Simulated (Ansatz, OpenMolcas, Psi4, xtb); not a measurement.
## How methods differ on CH4BFO2 (SMILES COB(O)F)

CH4BFO2 has 9 atoms, charge 0, and is taken as a singlet. SMILES: `COB(O)F`. Geometry: relaxed at PBE0-D4/def2-TZVP. This is one conformer, not always the lowest.

Each level gives the HOMO–LUMO gap (eV). The values are calculated.

```tsv
level	kind	program	value (eV)
GFN2-xTB	semi-empirical	xtb	7.88
HF/def2-SVP (density fitting)	Hartree–Fock	Psi4	17.49
SVWN5/def2-SVP	LDA	OpenMolcas	7.55
revPBE/def2-SVP	GGA	OpenMolcas	7.59
TPSS/def2-SVP	meta-GGA	OpenMolcas	7.94
r2SCAN0/def2-SVP	hybrid meta-GGA	Ansatz	11.03
wB97M-V/def2-SVP	range-separated hybrid	Ansatz	14.25
wB97X/def2-SVP	range-separated hybrid	Ansatz	14.96
B2PLYP/def2-SVP	double hybrid	OpenMolcas	12.77
PBE-QIDH/def2-SVP	double hybrid	Ansatz	14.70
```

The values span 7.55 to 17.49 eV. Orbital gaps aren't excitation energies, and those of double hybrids come from the SCF part alone; they tend to grow with the share of exact exchange.
